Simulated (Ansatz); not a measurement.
One change: `CS[SiH2]S` becomes `CO[SiH2]SC`.

Ansatz, PBE0-D4/def2-TZVP geometries, multiplicity 1. Each molecule was computed in one conformer, which needn't be the lowest.

| property | `CS[SiH2]S` |
| --- | --- |
| size of the dipole moment (PBE/def2-TZVPP) / D | 0.93 |
| LUMO energy (PBE0/def2-TZVPP) / eV | 0.03 |
| LUMO energy (B3LYP/def2-TZVPP) / eV | -0.19 |
| ideal-gas entropy at 298 K and 1 bar (rigid rotor, harmonic PBE0-D4/def2-TZVP) / J/(mol·K) | 352 |
| HOMO–LUMO gap (ωB97M-V/def2-TZVPP) / eV | 11.13 |
| zero-point energy (PBE0-D4/def2-TZVP) / kJ/mol | 174.1 |

(1) What does the change do to each property? (An estimate is asked.)

Answers

(1) Computed: 
```csv
property,`CO[SiH2]SC`,shift
size of the dipole moment (PBE/def2-TZVPP) / D,1.21,0.28
LUMO energy (PBE0/def2-TZVPP) / eV,0.41,0.38
LUMO energy (B3LYP/def2-TZVPP) / eV,0.17,0.36
"ideal-gas entropy at 298 K and 1 bar (rigid rotor, harmonic PBE0-D4/def2-TZVP) / J/(mol·K)",381,29
HOMO–LUMO gap (ωB97M-V/def2-TZVPP) / eV,11.42,0.29
zero-point energy (PBE0-D4/def2-TZVP) / kJ/mol,260.6,86.5
```

The zero-point energy changes by 86.5 kJ/mol with +9 modes. Dipoles are sizes alone; their direction can turn. Modes under 60 cm⁻¹, often nearly free rotors, make the harmonic entropy too high.

B3LYP here is the variant with VWN-RPA as its local correlation; programs differ in this.
